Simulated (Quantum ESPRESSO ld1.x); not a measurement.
The mean radii <r> (bohr) of the occupied orbitals of an atom or ion are listed with their occupations. Method: scalar-relativistic Kohn-Sham, LDA (Slater exchange, VWN5 correlation), spin-polarised, spherical densities, point nucleus; computed with ld1.x of Quantum ESPRESSO 7.5.

orbital  occ.      <r>
1s up       1  0.01774
1s down     1  0.01774
2s up       1  0.07493
2s down     1  0.07493
2p up       3  0.06730
2p down     3  0.06729
3s up       1   0.1940
3s down     1   0.1940
3p up       3   0.1947
3p down     3   0.1947
3d up       5   0.1763
3d down     5   0.1763
4s up       1   0.4321
4s down     1   0.4320
4p up       3   0.4597
4p down     3   0.4597
4d up       5   0.4894
4d down     5   0.4891
5s up       1    1.007
5s down     1    1.003
4f up       7   0.5578
5p up       3    1.171
4f down     7   0.5552
5p down     3    1.164
5d up       5    1.695
5d down     1    1.718
7d up       1    11.30

Name the element and its charge. Open shells, if any, are filled with parallel spins first.

Answer. Z = 76, osmium, charge +1: Os+ in [Xe] 4f14 5d6 7d1. The 1s radius gives Z: for a bare nucleus <r> = (2 gamma + 1)/(2Z) with gamma = sqrt(1 - (Z/c)^2), 0.01753 bohr for Z = 76, and screening makes it slightly larger (0.01774 here). The occupations add up to 75, and the charge is Z minus that.
